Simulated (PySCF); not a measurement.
# P²⁺: excitation energy

P²⁺ [Ne] 3s2 3p1 (2P) → P²⁺ [Ne] 3s2 4s1 (2S), as a difference of total energies. Calculation: PySCF 2.14, in aug-cc-pV(Q+d)Z with one added diffuse shell each of s, p, d, f, g type (8s7p6d4f3g, 114 functions); no relativity, point nucleus. Correlated levels: valence: [Ne] frozen. The calculations carry no spin-orbit coupling.

| method | excitation energy (cm⁻¹) |
| --- | --- |
| UHF | 116860 |
| LDA | 116310 |
| PBE | 116830 |
| PBE0 | 117770 |
| r2SCAN | 120360 |
| wB97X-V | 118370 |
| revPBE | 117000 |
| wB97M-V | 114770 |
| MP2 (valence) | 116800 |
| SCS-MP2 (valence) | 117070 |

A first-order spin-orbit estimate (lowest level to lowest level, LS coupling) adds 0.040 eV.

The promoted electron is Rydberg-like, and one or two diffuse shells describe it only roughly, which tends to raise the upper state.
